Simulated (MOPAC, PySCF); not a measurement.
Constitutional and geometric isomers with formula C2H6OS. Isolated molecules, 0 K electronic values unless said otherwise. One relaxed conformer stands for each flexible species; it need not be the lowest. Strings in code marks are SMILES.

Quantity: electronic energy of isomers of C2H6OS relative to `C[C@@H](O)S` (S–C–O–H torsion 47°, O–C–S–H torsion 66°), in kcal/mol. Semi-empirical values (MOPAC) are differences of heats of formation.

Level 1: M06-2X/def2-TZVP // PBE0-D3(BJ)/def2-TZVP (PySCF)
Level 2: PBE-D3(BJ)/def2-TZVP // PBE0-D3(BJ)/def2-TZVP (PySCF)
Level 3: HF/STO-3G // PBE0-D3(BJ)/def2-TZVP (PySCF)
Level 4: PM3 // PBE0-D3(BJ)/def2-TZVP (MOPAC)

```
species                                              level 1  level 2  level 3  level 4
---------------------------------------------------  -------  -------  -------  -------
`CSCO` (C–S–C–O torsion -65°, S–C–O–H torsion -54°)     3.35     3.09    -2.80    -1.06
`COCS` (C–O–C–S torsion -69°, O–C–S–H torsion -68°)     11.4     11.9    -0.73     9.09
```
